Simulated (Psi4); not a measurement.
A dimer, C3H9Al ··· F- (SMILES [CH3][Al]([CH3])[CH3] and [F-]) (charge -1); the first 13 atoms form monomer A.

```
14

C     -1.5318    -1.2292    -0.0988
Al    -0.0003     0.0000     0.0027
C      1.8254    -0.7143     0.1557
C     -0.2938     1.9435    -0.0540
H     -1.5546    -1.9066     0.7745
H     -1.4496    -1.8857    -0.9848
H     -2.5081    -0.7202    -0.1525
H      2.4524    -0.3766    -0.6900
H      1.8715    -1.8153     0.1851
H      2.3226    -0.3345     1.0672
H     -0.9620     2.2661     0.7656
H     -0.8045     2.2372    -0.9896
H      0.6330     2.5357     0.0188
F     -0.1421     0.0289     1.8017
```

Problem. What interaction energy does SAPT0/jun-cc-pVDZ, frozen core run with Psi4 1.11 give, and which attractive term is the largest?

Solution. Total -58.07 kcal/mol: electrostatics -104.62, exchange 96.33, induction -42.10, dispersion -7.68. The most attractive term is electrostatics.
